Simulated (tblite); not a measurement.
Compound: C6H17NSi.
Cartesian coordinates in Å at the GFN2-xTB level; atoms count from 1:
```
atom  x, y, z in Å
C1     2.0564    0.3141   -0.9197
C2     0.9644    0.4479    0.1440
C3     1.5705    0.3694    1.5458
N4    -0.0833   -0.5387   -0.0606
Si5    0.1104   -2.1983    0.3334
C6    -1.4103   -0.0352   -0.3640
C7    -2.0144    0.7624    0.7959
C8    -1.4391    0.7726   -1.6647
H9     2.5631   -0.6410   -0.8195
H10    2.7874    1.1123   -0.8127
H11    1.6200    0.3690   -1.9136
H12    0.5156    1.4407    0.0366
H13    2.1028   -0.5682    1.6790
H14    2.2673    1.1914    1.6972
H15    0.7877    0.4316    2.2974
H16   -0.7517   -2.9473   -0.5838
H17    1.5088   -2.5764    0.1363
H18   -0.2706   -2.5365    1.7178
H19   -2.0396   -0.9184   -0.5156
H20   -1.4617    1.6823    0.9727
H21   -3.0463    1.0211    0.5712
H22   -1.9933    0.1649    1.7044
H23   -2.4670    1.0101   -1.9278
H24   -0.9994    0.1887   -2.4695
H25   -0.8887    1.7055   -1.5712
```

All values are computed: GFN2-xTB (tblite) harmonic vibrations without scaling, gas phase. Errors from tens to a few hundred cm⁻¹ against measured bands are possible. Modes of hydrogen on silicon can be 10 to 20 % off. One conformer, not necessarily the lowest.

Harmonic wavenumbers (cm⁻¹): 56.8, 66.6, 96.2, 141.0, 187.7, 201.4, 213.6, 220.1, 227.9, 240.0, 312.1, 330.4, 374.7, 464.4, 477.1, 529.7, 576.1, 618.4, 664.9, 779.0, 813.9, 836.7, 898.1, 923.1, 933.2, 939.5, 966.7, 970.3, 1025.4, 1048.0, 1127.1, 1142.0, 1143.2, 1172.7, 1212.3, 1223.8, 1310.5, 1317.3, 1340.1, 1371.4, 1393.2, 1397.2, 1408.7, 1412.7, 1485.3, 1489.6, 1494.7, 1495.3, 1498.4, 1500.1, 1503.9, 1507.9, 2140.7, 2233.3, 2254.8, 2927.7, 2930.1, 3022.5, 3028.4, 3030.2, 3031.1, 3033.6, 3037.0, 3038.2, 3039.6, 3041.6, 3043.7, 3047.0, 3055.1.

A = 1751, B = 1359, C = 1135 MHz; mass 131.113 u (most abundant isotopes); point group C1, symmetry number 1.

**Question.** Zero-point energy?

**Answer.** Half the sum of the wavenumbers: 47508 cm⁻¹ = 568.32 kJ/mol.

**Question.** Give the ideal-gas entropy at 400 K and 1 bar in the rigid-rotor, harmonic-oscillator model (classical rotation).

**Answer.** Translation 175.78, rotation 125.70, vibration 206.17: S = 507.6 J/(mol K).

**Question.** And Cp and H(400 K) − H(0)?

**Answer.** Cp = 246.60 J/(mol K), of which vibrations give 213.34 (their classical limit is 69 R = 573.7); H(400 K) − H(0) = 56.86 kJ/mol without the zero-point energy, 43.56 from vibrations.

**Question.** What must be added to the electronic energy to get the Gibbs energy at 400 K and 1 bar?

**Answer.** ZPE + [H(400 K) − H(0)] − T·S = 568.32 + 56.86 − 203.06 = 422.12 kJ/mol.

**Question.** Which modes carry the vibrational entropy at 400 K?

**Answer.** 56.8 cm⁻¹: 21.53; 66.6 cm⁻¹: 20.22; 96.2 cm⁻¹: 17.18; 141.0 cm⁻¹: 14.05; 187.7 cm⁻¹: 11.74; 201.4 cm⁻¹: 11.17 J/(mol K); the other 63 give 110.29 together.

**Question.** Blend soft modes into free rotors: weight 1/[1 + (100 cm⁻¹/ν̃)⁴] for the oscillator and the rest for a rotor with moment μB/(μ + B), μ = h/(8π²ν), B = 10⁻⁴⁴ kg m². What vibrational entropy results?

**Answer.** 193.52 J/(mol K) in place of 206.17, which changes −T·S at 400 K by +5.06 kJ/mol.

Hindered rotation and anharmonicity are outside this model. Other conformers, if any are populated, would add a mixing term that is left out. The structure is chiral; the term R ln 2 for an equal mix with its mirror image is left out.

Run on one thread of an x86-64 server, shared host. This covers the Hessian and the dipole derivatives.
